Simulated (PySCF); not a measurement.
## Spinor energies of Ti⁻ (titanium, charge -1)

Start: [Ar] 3d3 4s2; 3d3/2 filled at m_j = -1/2, +1/2, +3/2. Calculated with PySCF 2.14 in x2c-SVPall-2c with one added diffuse shell each of s, d type (6s5p4d1f, 48 functions): generalised Hartree-Fock with the X2C-1e Hamiltonian and a Gaussian nucleus; one run each with spin-orbit coupling (SO) switched off, then screened by Boettger's factors.

```tsv
spinor shell	electrons	ε, spin-free (eV)	ε, screened SO (eV)	weight of nominal j (screened SO)	rms radius, screened SO (bohr)
1s1/2	2	-5007.7	-5007.6	1.000	0.0805
2s1/2	2	-579.88	-579.86	1.000	0.350
2p1/2	2	-475.91	-480.10	0.991	0.319
2p3/2	4	-475.91	-473.82	0.996	0.321
3s1/2	2	-70.665	-70.655	1.000	1.09
3p1/2	2	-40.932	-42.281	0.655	1.20
3p3/2	4	-40.932	-40.247	0.828	1.20
3d3/2	3	-3.434	-3.437	0.606	2.08
4s1/2	2	-0.854	-0.853	1.000	7.03
```

| quantity | spin-free | screened SO |
| --- | --- | --- |
| E (hartree) | -852.58997 | -852.59484 |
| M_J | 3/2 | 3/2 |
| ⟨J²⟩ | 7.187 | 7.148 |
| ⟨L²⟩ | 12.012 | 12.012 |
| ⟨S²⟩ | 4.175 | 4.175 |

At GHF the highest occupied level has a positive energy, so only the finite basis holds that electron. The determinant has a definite M_J but mixes levels of different J.

The basis lacks diffuse functions for the outer shell of this anion, so its levels lie too high.

Each row is a mean over spinors that exchange with the open shell spreads, by up to 7.218 eV (3p1/2).

Rows whose weight is well below 1 are mixtures of j = l ± 1/2: exchange outweighs spin-orbit coupling there, and the label is only the starting occupation.

Without spin-orbit coupling the j labels of p, d and f shells carry no meaning; the spin-free column gives the mean over the occupied spinors of each nl shell, and its ⟨J²⟩ belongs to a mixture of degenerate components.
